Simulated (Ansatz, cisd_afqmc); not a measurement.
Species: C2H5O2, charge 0, doublet. C2H5O2 (SMILES O[CH]CO, doublet).
B3LYP-D3(BJ)/def2-TZVP minimum from Ansatz (an electronic-structure program):
```
C
H 1 1.0897
H 1 1.1007 2 107.67
O 1 1.4447 2 104.93 3 -116.68
H 4 0.9639 1 108.11 2 -167.42
C 1 1.4771 2 110.25 3 119.90
O 6 1.3700 1 119.66 2 -160.88
H 7 0.9661 6 109.48 1 30.27
H 6 1.0812 7 112.02 8 -177.88
```
Charge 0, spin multiplicity 2.

Total energies in cc-pVTZ, 25 correlated electrons, 4 frozen orbitals. Radicals and triplets start from unrestricted determinants; spin-orbit coupling is neglected. Cores are frozen in correlated methods. No relativity. AFQMC/CISD: phaseless, guided by CISD from CCSD amplitudes; bars are statistical, one sigma. Outlying blocks are dropped, and bars are widened where a walk drifts. Over all cases where full CI ran beside it in this data, AFQMC minus full CI had a median of +0.1 mEh and passed +0.4 mEh in a tenth of the cases.

```json
[
 {"method": "HF", "program": "Ansatz", "energy (Eh)": "-228.39690", "minus AFQMC/CISD (mEh)": "858.7 ± 0.5"},
 {"method": "MP2", "program": "Ansatz", "energy (Eh)": "-229.19608", "minus AFQMC/CISD (mEh)": "59.5 ± 0.5"},
 {"method": "CCSD", "program": "Ansatz", "energy (Eh)": "-229.22295", "minus AFQMC/CISD (mEh)": "32.6 ± 0.5"},
 {"method": "CCSD(T)", "program": "Ansatz", "energy (Eh)": "-229.25381", "minus AFQMC/CISD (mEh)": "1.8 ± 0.5"},
 {"method": "AFQMC/CISD", "program": "cisd_afqmc", "energy (Eh)": "-229.2556 ± 0.0005", "minus AFQMC/CISD (mEh)": "0.0"}
]
```
